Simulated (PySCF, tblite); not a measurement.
Isomers of C6H4Cl2O2S, one GFN2-xTB conformer each. Single-point energies are computed at PBE0/pcSseg-1 (PySCF, gas phase, no added dispersion term), electronic only.

| SMILES | GFN2-xTB relative energy (kJ/mol) |
| --- | --- |
| O=S(=O)(Cl)c1cccc(Cl)c1 | 4.0 |
| O=S(=O)(Cl)c1ccccc1Cl | 0.0 |
| O=S(=O)(Cl)c1ccc(Cl)cc1 | 2.2 |

Conformers: `[O:1]=[S:2](=[O:3])([Cl:4])[c:5]1[cH:6][cH:7][cH:8][c:9]([Cl:10])[cH:11]1` with O1–S2–C5–C6 160°; `[O:1]=[S:2](=[O:3])([Cl:4])[c:5]1[cH:6][cH:7][cH:8][cH:9][c:10]1[Cl:11]` with O1–S2–C5–C6 -112°; `[O:1]=[S:2](=[O:3])([Cl:4])[c:5]1[cH:6][cH:7][c:8]([Cl:9])[cH:10][cH:11]1` with O1–S2–C5–C6 159°.

Q: What does PBE0/pcSseg-1 give for the same structures?

A: 
```
                 SMILES  PBE0/pcSseg-1 E (Eh)  PBE0/pcSseg-1 (kJ/mol)  GFN2-xTB (kJ/mol)  point group
O=S(=O)(Cl)c1ccc(Cl)cc1           -1699.05497                     0.0                2.2           Cs
O=S(=O)(Cl)c1cccc(Cl)c1           -1699.05366                     3.4                4.0           C1
  O=S(=O)(Cl)c1ccccc1Cl           -1699.03491                    52.7                0.0           Cs
```

GFN2-xTB puts O=S(=O)(Cl)c1ccccc1Cl lowest instead; measured from each level's own lowest isomer, the values differ by up to 52.7 kJ/mol (O=S(=O)(Cl)c1ccccc1Cl: 0.0 against 52.7). Neighbours under 10 kJ/mol apart (O=S(=O)(Cl)c1ccc(Cl)cc1 and O=S(=O)(Cl)c1cccc(Cl)c1) can change places with a better method, another conformer or zero-point energy.

Q: Which frontier levels, dipoles and rotational constants go with these structures?

A: 
| SMILES | HOMO (eV, PBE0/pcSseg-1) | LUMO (eV) | dipole (D) | A, B, C (MHz) |
| --- | --- | --- | --- | --- |
| O=S(=O)(Cl)c1ccc(Cl)cc1 | -8.16 | -2.25 | 3.73 | 1940, 349.2, 345.8 |
| O=S(=O)(Cl)c1cccc(Cl)c1 | -8.08 | -2.26 | 4.50 | 1384, 430.7, 389.1 |
| O=S(=O)(Cl)c1ccccc1Cl | -7.99 | -1.72 | 5.61 | 1128, 698.0, 470.3 |

Q: What happens when harmonic zero-point energies from GFN2-xTB frequencies are added?

A: 
| SMILES | ZPE (kJ/mol) | electronic (kJ/mol) | with ZPE (kJ/mol) |
| --- | --- | --- | --- |
| O=S(=O)(Cl)c1ccc(Cl)cc1 | 232.1 | 0.0 | 0.0 |
| O=S(=O)(Cl)c1cccc(Cl)c1 | 232.1 | 3.4 | 3.4 |
| O=S(=O)(Cl)c1ccccc1Cl | 232.7 | 52.7 | 53.3 |

The zero-point energies span 0.6 kJ/mol. The order is unchanged.

Q: As an exercise, what shares would exp(−E/RT) give at 2000 K from these electronic energies alone (no entropy, no degeneracies)?

A: RT = 16.629 kJ/mol: O=S(=O)(Cl)c1ccc(Cl)cc1 53.9 %, O=S(=O)(Cl)c1cccc(Cl)c1 43.8 %, O=S(=O)(Cl)c1ccccc1Cl 2.3 %.
